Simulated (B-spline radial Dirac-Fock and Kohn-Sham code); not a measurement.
**Ru 4d3/2: cross section and angular parameters**

System: neutral ruthenium, [Kr] 4d7 5s1; threshold 8.48 eV (orbital energy of the model). Model: Dirac-Hartree-Slater photoionisation with a Latter tail; cross sections with all multipoles, angular parameters from the dipole term and its interference with E2. Program: a radial B-spline solver.

For linearly polarised light dσ/dΩ = σ/(4π) [1 + β P₂(cos θ) + (δ + γ cos²θ) sin θ cos φ], with θ from the polarisation vector and φ the angle between the beam and the projection of the electron momentum on the plane normal to the polarisation.

```csv
hν (eV),σ (kb),β,γ,δ
60,1690,1.381,-0.001,0.006
61.4,1490,1.428,-0.002,0.006
71.4,576,1.768,0.004,0.006
74,446,1.850,0.008,0.005
80,245,1.986,0.028,0.003
109,60.2,-0.683,0.266,-0.044
199,154,0.530,0.019,-0.013
200,154,0.537,0.018,-0.012
300,117,0.968,-0.023,0.000
418,71.8,1.164,-0.014,0.010
451,62.7,1.196,-0.007,0.013
496,52.5,1.230,0.005,0.015
600,35.6,1.280,0.040,0.021
617,33.5,1.285,0.047,0.022
646,30.3,1.293,0.057,0.023
758,21.1,1.312,0.102,0.028
796,18.8,1.315,0.117,0.030
975,11.4,1.316,0.190,0.037
1130,7.80,1.306,0.251,0.042
1253.6,5.91,1.293,0.299,0.047
2000,?,?,?,?
2050,1.43,1.187,0.563,0.075
2600,0.678,1.114,0.705,0.096
3060,0.399,1.057,0.805,0.114
3590,0.233,0.999,0.902,0.134
7080,0.0206,0.737,1.284,0.266
8950,0.00844,0.649,1.394,0.332
10400,0.00471,0.594,1.457,0.380
12000,0.00268,0.542,1.510,0.432
```

Q: Give the values at 2000 eV.

A: σ = 1.54 kb, β = 1.194, γ = 0.548, δ = 0.074.

Values without a named source are computed, but for edge energies of neutral atoms, which are taken from tables.
